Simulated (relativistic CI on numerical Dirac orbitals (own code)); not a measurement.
Hyperfine structure of Bi³⁶⁺, mass number 209

Method of calculation: Dirac-Coulomb-Breit CI, separate exchange-only KLI orbitals for each configuration, model QED, unscaled Slater integrals (own radial code, finite nucleus).

Configurations in the expansion (outside the closed core [Ar] 3d10): 4s²4p⁶4d¹⁰4f, 4s²4p⁶4d⁹4f², 4s²4p⁶4d¹⁰5s, 4s²4p⁵4d¹⁰4f², 4s²4p⁶4d¹⁰5p, 4s4p⁶4d¹⁰4f², 4s²4p⁴4d¹⁰4f³, 4s²4p⁶4d¹⁰5d, 4s²4p⁶4d⁹4f5s, 4s²4p⁶4d⁸4f²5s, 4s²4p⁶4d¹⁰5f, 4s²4p⁶4d⁹5s², 4s²4p⁶4d⁹4f5p, 4s²4p⁶4d⁹5s5p, 4p⁶4d¹⁰4f³, 4s²4p⁶4d¹⁰5g. Levels of other configurations are missing.

Nuclear spin I = 9/2, μ = 4.092 μN, Q = -0.516 b (tables of Stone and Pyykkö). The electronic factors are computed for point nuclear moments, without core polarisation or the Bohr-Weisskopf and QED corrections.

| Level | E (cm⁻¹) | A (MHz) | B (MHz) |
| --- | --- | --- | --- |
| 4s²4p⁶4d¹⁰4f ²F°5/2 | 0 | 7124 | -4240 |
| 4s²4p⁶4d¹⁰4f ²F°7/2 | 64716 | 3826 | -4720 |
| 4s²4p⁶4d⁹4f² ⁴F3/2 | 1915681 | 2254 | 816 |
| 4s²4p⁶4d⁹4f² ⁴F5/2 | 1920206 | 7198 | -6120 |
| 4s²4p⁶4d⁹4f² ⁴F9/2 | 1996211 | 5772 | -3130 |

Levels with J = 0, under 50 % of one LS term, or S terms without an open s electron are left out. Small factors come from cancelling terms and can be off by tens of per cent or more.

At this charge energies of transitions that change n are usually good to better than 1 %, and those within a shell (Δn = 0) to a few per cent.

(1) Give the hyperfine levels of 4s²4p⁶4d¹⁰4f ²F°5/2 relative to its centre of gravity.

## Answers

(1) With K = F(F + 1) − I(I + 1) − J(J + 1), E = AK/2 + B[¾K(K + 1) − I(I + 1)J(J + 1)]/[2I(2I − 1)J(2J − 1)]: F = 2: -99900, F = 3: -77250, F = 4: -47560, F = 5: -11230, F = 6: 31200, F = 7: 79080 MHz.

LS names give the leading component of a level, which can be under half, so a name can repeat, a term be missing and a line seem to break the LS rules.
